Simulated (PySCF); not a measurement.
Species: C₅H₁₀OS₂.
Z-matrix (Å and degrees, GFN2-xTB geometry), rows numbered from 1:
```
C 
C   1  1.5182
C   2  1.5289  1  111.15
O   3  1.4111  2  114.16  1  -176.56
C   4  1.4073  3  116.24  2   111.32
C   5  1.5269  4  114.56  3   -80.99
S   6  1.8354  5  112.04  4    61.22
S   2  1.8509  1  110.00  3  -124.69
H   1  1.0884  2  110.36  3   -58.60
H   1  1.0888  2  110.24  3    61.50
H   1  1.0870  2  110.17  3  -178.79
H   2  1.0918  1  111.23  3   122.37
H   3  1.0985  2  107.23  1    65.08
H   3  1.0972  2  109.35  1   -51.86
H   5  1.0949  4  105.14  3   159.97
H   5  1.0994  4  110.41  3    42.86
H   6  1.0888  5  111.07  4   -58.24
H   6  1.0881  5  110.20  4   179.37
```

Probes without a nucleus sit at each ring's centroid and 1 Å off its mean plane on both sides; NICS is minus the shielding there, NICSzz its component along the normal. Level: GIAO PBE0/pcSseg-1 (PySCF, non-relativistic, gas phase) on the GFN2-xTB geometry, one conformer.

Ring bond lengths (Å), with Mayer bond orders in brackets: C2–C3 1.529 (0.98), C3–O4 1.411 (0.93), O4–C5 1.407 (0.94), C5–C6 1.527 (1.00), C6–S7 1.835 (0.96), S7–S8 2.019 (1.06), S8–C2 1.851 (0.93).

Problem. What do the NICS probes read (ppm)?

Solution. 
```tsv
ring	type	NICS(0)	NICS(1), two faces	NICS(1)zz, two faces	rms pucker (Å)	centre to ring atoms, mean (Å)
C2–C3–O4–C5–C6–S7–S8	7-membered ring with O and 2 S; formal bonds all single	-3.5	-3.1 / -2.2	3.6 / 2.9	0.41	1.74
```

Problem. What can be read from them?

Solution. 
- C2–C3–O4–C5–C6–S7–S8: mean NICS(1)zz 3.3 ppm, deshielded. C2, C3, C5, C6 have four or more neighbours; no verdict on aromaticity is drawn.

Problem. What field does 7.05 T along the ring normal induce along that normal at the second NICS(1) probe listed for ring C2–C3–O4–C5–C6–S7–S8, 1 Å off the ring?

Solution. NICSzz × B0 = 2.9 ppm × 7.05 T = 20 μT, along the applied field.

Problem. List the ring angles and the Hirshfeld charges of the ring atoms.

Solution. 
- C2–C3–O4–C5–C6–S7–S8: C2 112.0° (-0.035 e), C3 114.2° (-0.006 e), O4 116.2° (-0.145 e), C5 114.6° (-0.002 e), C6 112.0° (-0.087 e), S7 100.0° (+0.003 e), S8 104.1° (-0.005 e); sum 773.1° against 900° for a flat convex ring.

Problem. What are the shieldings of the ring atoms and their hydrogens in the same run (means over atoms taken as equivalent)?

Solution. 
```tsv
atoms	environment	σ isotropic (ppm)	principal values of the symmetric part, first atom (ppm)
C2	sp3 carbon bound to sulfur	132.3	97.1, 146.0, 153.8
C3	sp3 carbon bound to oxygen	107.7	67.0, 91.6, 164.5
O4	cyclic ether oxygen	283.0	263.5, 279.4, 306.0
C5	sp3 carbon bound to oxygen	108.3	85.1, 91.4, 148.5
C6	sp3 carbon bound to sulfur	132.6	109.8, 130.9, 157.2
S7	disulfide sulfur	514.9	332.6, 468.6, 743.6
S8	disulfide sulfur	389.4	250.3, 355.4, 562.4
H12	methine hydrogen	28.59	24.8, 26.5, 34.5
H13	methylene hydrogen	27.43	21.5, 28.2, 32.5
H14	methylene hydrogen	27.79	25.3, 27.7, 30.4
H15	methylene hydrogen	27.28	21.9, 26.6, 33.3
H16	methylene hydrogen	28.15	22.8, 27.7, 33.9
H17	methylene hydrogen	29.03	24.3, 27.7, 35.0
H18	methylene hydrogen	29.23	24.1, 26.8, 36.8
```

The list is cut; further classes of hydrogen are left out.

Time: 2.2 min wall, 1.8 min CPU (grids of density and orbitals included); peak memory 0.94 GiB. Hardware: one thread, Intel Xeon at 2.50 GHz (x86_64), shared host with 64 logical CPUs at a one-minute load of 53. This is the whole shielding run at PBE0/pcSseg-1, SCF included.
